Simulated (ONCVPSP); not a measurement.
**Reading a pseudo-wave (ruthenium (Ru))**

Columns: radius, all-electron u(r) and pseudo u(r) of the 4d shell (level -12.80 eV) of ruthenium in the configuration [Ar] 3d10 4s2 4p6 4d7; LDA (Perdew-Zunger), scalar-relativistic, ONCV scheme, ONCVPSP 4.0.1.

```
r (bohr)  all-electron  pseudo
   0.108       -0.1851  0.0027
   0.215       -0.3880  0.0201
   0.322       -0.3360  0.0633
   0.430       -0.1247  0.1383
   0.538        0.1289  0.2429
   0.645        0.3580  0.3674
   0.752        0.5397  0.4999
   0.860        0.6710  0.6268
   0.968        0.7550  0.7331
   1.075        0.8008  0.8089
   1.182        0.8181  0.8515
   1.290        0.8149  0.8624
   1.398        0.7973  0.8466
   1.505        0.7703  0.8119
   1.612        0.7374  0.7663
   1.720        0.7006  0.7165
   1.828        0.6620  0.6684
   1.935        0.6232  0.6248
   2.042        0.5848  0.5849
   2.150        0.5469  0.5469
   2.258        0.5103  0.5103
   2.365        0.4755  0.4755
   2.472        0.4425  0.4424
   2.580        0.4108  0.4108
   2.688        0.3809  0.3809
   2.795        0.3530  0.3530
```

(1) How many radial nodes do the two functions have?

(2) At about which radius was the pseudo-wave matched?

(3) Is the pseudo-wave norm-conserving?

## Answers

(1) The all-electron 4d function has n − l − 1 = 1; the pseudo-wave has 0, since the states of the same l below it are removed with the core.

(2) 2.15 bohr. The columns agree to 0.0005 from 2.04 bohr on; several derivatives are matched, so the curves merge somewhat inside the radius.

(3) Yes: the ONCV scheme keeps the norm inside the radius equal to the all-electron one, which fixes the energy derivative of the logarithmic derivative at the level.
